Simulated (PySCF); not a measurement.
PySCF 2.14 output of an unrestricted M06 calculation on a single atom or ion in def2-QZVPPD with the def2 core potential (28 electrons) (7s5p4d4f2g, 88 functions), with a scalar-relativistic core potential:

```
SCF conv_tol = 1e-09
number electrons alpha = 9  beta = 7
    Y. Zhao and D. G. Truhlar.,  Theor. Chem. Acc. 120, 215 (2008)
    Y. Zhao and D. G. Truhlar.,  Theor. Chem. Acc. 120, 215 (2008)
cycle= 1 E= -126.83599430195  delta_E= -0.0027  |g|= 0.0291  |ddm|= 0.108
cycle= 2 E= -126.83605708108  delta_E= -6.28e-05  |g|= 0.0223  |ddm|= 0.0213
cycle= 3 E= -126.836168520942  delta_E= -0.000111  |g|= 0.000984  |ddm|= 0.0092
cycle= 4 E= -126.836168718085  delta_E= -1.97e-07  |g|= 4.12e-05  |ddm|= 0.000442
cycle= 5 E= -126.836168718583  delta_E= -4.98e-10  |g|= 3.45e-06  |ddm|= 2.38e-05
converged SCF energy = -126.836168718583  <S^2> = 2.0021208  2S+1 = 3.0014136
```

The run itself started from symmetry-adapted Hartree-Fock orbitals and held the occupation by maximum overlap, on a logarithmic radial grid, so the iterations belong to that start.

Question: Which element, charge and spin multiplicity is this?

Answer: Pd²⁺ (palladium, charge +2), multiplicity 3; the state was [Kr] 4d8, high-spin 3F determinant.

Energies and moments cover only the electrons outside the core potential.
